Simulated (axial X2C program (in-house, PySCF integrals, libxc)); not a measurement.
KO⁺: properties at the nuclei

Calculated with an axial X2C code built on PySCF integrals: two-component X2C with atomic mean-field Coulomb and Gaunt terms, Gaussian nuclei, basis K dyall-cv3z, O dyall-av3z with contracted cores.

R = 2.958 Å (near the PBE0 minimum at charge 1 of the determinant lowest at the starting distance; the state shown can have its own minimum elsewhere).

Determinant lowest in the PBE0 search, Ω = 1 (⟨Sz⟩ = 1.00, ⟨Lz⟩ = 0.00 at PBE0), spin on the atoms K 0.00, O 1.00:

| level | Eeff magnitude (GV/cm) | Ws magnitude K (kHz) | Ws magnitude O (kHz) | A∥/gI K (MHz) | qzz K (a.u.) | A∥/gI O (MHz) | qzz O (a.u.) |
| --- | --- | --- | --- | --- | --- | --- | --- |
| PBE0 | 0.0067 | 0.00159 | 0.000406 | -3.04 | -0.11 | -197 | -3.49 |
| HF | 0.00836 | 0.00199 | 0.000621 | -3.35 | -0.11 | -124 | -3.38 |
| PBE50 | 0.00675 | 0.00157 | 0.00044 | -2.7 | -0.10 | -182 | -3.46 |
| TPSSh | 0.00588 | 0.00127 | 0.000408 | -2.29 | -0.11 | -204 | -3.50 |
| B3LYP | 0.00712 | 0.00176 | 0.000384 | -3.58 | -0.11 | -184 | -3.54 |

Eeff is the effective electric field on the electron electric dipole moment in this Ω state and Ws the scalar–pseudoscalar constant of the nucleus named (defined with the proton number Z and per Ω); A∥ (defined per Ω) follows by multiplying with gI = μI/(I μN); qzz is the electric field gradient, eQq0 = 234.96 MHz × Q/barn × qzz. The operators were transformed with the bare-nucleus X2C matrices; with these basis sets, hyperfine constants and field gradients can be off by tens of per cent, and where levels differ in sign neither size nor sign is settled.

With gI(39K) = 0.2610, Q(39K) = 0.0603 barn, gI(17O) = -0.7575, Q(17O) = -0.02558 barn (g factors from the IAEA table of nuclear moments by Stone; Q from Pyykkö, Mol. Phys. 2018), turn the PBE0 values of the first state into constants in MHz.

A∥(39K) = -3.04 × 0.2610 = -0.793 MHz; eQq0(39K) = 234.96 × (0.0603) × (-0.11) = -1.56 MHz; A∥(17O) = -197 × -0.7575 = 149 MHz; eQq0(17O) = 234.96 × (-0.02558) × (-3.49) = 21 MHz.

Each state is one determinant with collinear spin, which with several unpaired electrons need not be a pure state. Unrestricted Hartree–Fock can overshoot spin polarisation at the nuclei. With several open shells hyperfine constants can be off by a factor of several. Open-shell Ω = 0 determinants with evenly filled partner blocks cannot be reached by this program, so the Ω shown need not be the lowest component. States lie within half an eV, so the first need not be the ground state. Further determinants of the search, some of them spin-mixed, are not shown.
